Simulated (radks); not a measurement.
Spherical quantum dot in the effective-mass picture: electrons in a hard-walled sphere of radius 3.42, with a point charge +2 (a donor) at the centre, all in effective atomic units (hartree* = m*/eps^2 hartree, bohr* = eps/m* bohr), one dielectric constant everywhere. Calculated with a radial shooting solver with Libxc functionals: non-relativistic Kohn-Sham, PBE, spin-polarised, spherical densities. Levels are named by radial order and angular momentum (1s, 1p, 1d, 2s, ...), and open shells are averaged over m. Results are scaled to m* = 0.497 and eps = 12.4, for which hartree* = 87.96 meV and bohr* = 1.32 nm.

N = 19, configuration 1s2 1p6 1d(up 5, down 4) 2s2. This is the lowest configuration that the search found. Occupied and some empty levels:

level    occupation  eigenvalue (meV)  <r> (nm)
1s up             1            586.96     2.374
1s down           1            587.90     2.352
1p up             3            618.77     3.046
1p down           3            620.15     3.044
2s up             1            648.23     1.849
2s down           1            648.76     1.869
1d up             5            655.74     3.189
1d down           4            657.19     3.188
1f up             0            704.51     3.293
1f down           0            706.00     3.292
1g up             0            764.41     3.376
1g down           0            765.92     3.376
2p up             0            777.19     2.264
2p down           0            777.90     2.262

Energy (meV): total 5899.39, kinetic 2234.2, external -1977.3, Hartree 6433.5, exchange-correlation -790.96.

Electron density:

r (nm)  n(r) (e/nm^3)
0.122           1.295
0.459          0.4814
0.797          0.1920
1.13          0.08573
1.47          0.04979
1.81          0.04448
2.15          0.05397
2.48          0.06968
2.82          0.08342
3.16          0.08603
3.50          0.07102
3.84          0.04075
4.17          0.01143
4.51        9.984e-06
